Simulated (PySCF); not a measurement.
Species: ZrMe2Cl2, C2H6Cl2Zr (singlet state).
Bonds: Zr1–C2, Zr1–C6, Zr1–Cl10, Zr1–Cl11. Hydrogens: H3, H4, H5 on C2; H7, H8, H9 on C6.

Computed by this run: PBE0-D3(BJ)/def2-SVP geometry optimisation, gas phase, def2 core potentials past Kr (PySCF 2.14.0); density fitting, grid level 1; the optimiser is geomeTRIC in internal coordinates, started from a GFN2-xTB structure with every atom displaced at random (about 0.03 Å).

Step 0: E = -28481.3927 eV
```
atom  x, y, z in Å  |  force x, y, z in eV/Å
Zr1    -0.5895   -0.0752   -0.4464   -0.672   1.599   0.278
C2     -0.6687   -0.0284    1.7492    0.360   1.251   0.641
H3     -1.7622    0.0601    2.0730    1.259   0.064  -0.123
H4      0.0061    0.8321    2.1908   -1.387  -1.304  -0.677
H5     -0.2481   -0.9674    2.1459   -0.082  -0.155   0.152
C6      1.4249    0.0298   -1.2090    1.455  -0.440   0.495
H7      1.4388   -0.0988   -2.3030    0.011   0.236  -0.147
H8      2.0956   -0.7951   -0.8200   -0.538   0.417  -0.134
H9      1.9595    0.9734   -0.9183   -0.386  -0.324  -0.318
Cl10   -1.7783    1.8444   -1.2068    0.356  -0.295   0.175
Cl11   -1.7800   -1.8605   -1.2245   -0.376  -1.049  -0.342
```

**Question.** Estimate the geometry and energy of step 1. (The exact step hangs on the optimiser's Hessian estimate; all steps are aligned on step 0, rigid shifts and turns removed.)

**Answer.** E = -28481.6296 eV, largest force 0.424 eV/Å
```
atom  x, y, z in Å  |  force x, y, z in eV/Å
Zr1    -0.6365   -0.0416   -0.4548   -0.214  -0.008  -0.212
C2     -0.6594   -0.0210    1.7414    0.274  -0.260  -0.192
H3     -1.6921    0.0836    2.1065   -0.084   0.049   0.107
H4     -0.0427    0.7954    2.1484   -0.013   0.183   0.048
H5     -0.2417   -0.9634    2.1466   -0.082  -0.010  -0.023
C6      1.4416    0.0289   -1.2006    0.056  -0.245   0.187
H7      1.4742   -0.0784   -2.3003   -0.035   0.103   0.005
H8      2.0672   -0.7917   -0.7935   -0.134  -0.006   0.038
H9      1.9561    0.9668   -0.9234   -0.080   0.086  -0.058
Cl10   -1.7663    1.8709   -1.1974    0.093   0.087   0.030
Cl11   -1.8021   -1.9349   -1.2422    0.218   0.022   0.071
```

The energy changes by -0.2369 eV. The first-order estimate −F·Δx gives -0.4619 eV and the mean of the old and new forces, exact on a quadratic surface, -0.2351 eV. The step makes an angle of 45° with the force vector and moves no atom by more than 0.081 Å.

The cost below is that of the whole optimisation. Time: 1.7 min; peak memory 0.48 GiB. Hardware: Intel Xeon Platinum 8375C at 2.90 GHz, one thread, shared host with 96 logical CPUs at a one-minute load of 27.
